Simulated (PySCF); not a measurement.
[Eu(H2O)3]2+ at several levels of theory

Computed with PySCF 2.14.0 (density fitting, no spin-orbit coupling) at the geometry relaxed with r2SCAN:

```xyz
10
[Eu(H2O)3]2+ (singlet in the valence; each metal's 4f electrons, 7 of them, lie in its core potential, out of spins and levels)
Eu    0.0000    0.0000    0.0000
O     2.5117    0.0000    0.0000
H     3.1171   -0.6219    0.4444
H     3.1171    0.6220   -0.4444
O    -1.2559    2.1752    0.0000
H    -1.0199    3.0105    0.4444
H    -2.0972    2.3885   -0.4444
O    -1.2558   -2.1752    0.0000
H    -2.0972   -2.3885    0.4444
H    -1.0199   -3.0105   -0.4444
```

| level | basis | state | HOMO (eV) | gap (eV) | charge on Eu1 (e) | population of f-type functions on Eu1 (polarisation alone where 4f lies in the core) | dipole about the centre of mass (D) | largest force component (eV/Å) |
| --- | --- | --- | --- | --- | --- | --- | --- | --- |
| r2SCAN | Eu lcecp-0-SVP with ECP53, O def2-SVP, H def2-SVP | singlet | – | – | 1.43 | 0.02 | 0.00 | 0.07 |
| revPBE | the same | singlet | – | – | 1.35 | 0.02 | 0.00 | 0.43 |
| TPSS | the same | singlet | – | – | 1.38 | 0.02 | 0.00 | 0.46 |
| BLYP | the same | singlet | – | – | 1.32 | 0.02 | 0.00 | 0.58 |
| r2SCAN | Eu lcecp-0-TZVP with ECP53, O def2-TZVP, H def2-TZVP | singlet | – | – | 1.69 | 0.02 | 0.00 | 0.31 |
| PBE0 | Eu def2-SVP with ECP28, O def2-SVP, H def2-SVP | octet | -15.77 | 6.03 | 1.44 | 7.00 | 0.00 | 0.16 |

In the lcecp rows the 4f levels are missing from HOMO and gap, and the state counts the valence alone.

HOMO and gap are taken over both spins. Charges are Mulliken's, which hang on the basis. The relaxation used the grid (50, 194), these runs (75, 302) or, all-electron (x2c bases, spin-free X2C Hamiltonian), (99, 590).

**Question.** What does CAM-B3LYP with Eu lcecp-0-SVP with ECP53, O def2-SVP, H def2-SVP give here?

**Answer.** state singlet, charge on Eu1 (e) 1.42, population of f-type functions on Eu1 (polarisation alone where 4f lies in the core) 0.02, dipole about the centre of mass (D) 0.00, largest force component (eV/Å) 0.07. Time: 6.5 s on 2 threads of Arm Neoverse V1, on a shared host, from an already converged density.

No frequency check is given that shows the relaxed geometry to be a minimum. An lcecp potential fixes the number of 4f electrons, so in runs with it no electron can move into or out of that shell.

Rows with open f shells in the valence may stand above their lowest state, and their gaps can end on f levels.
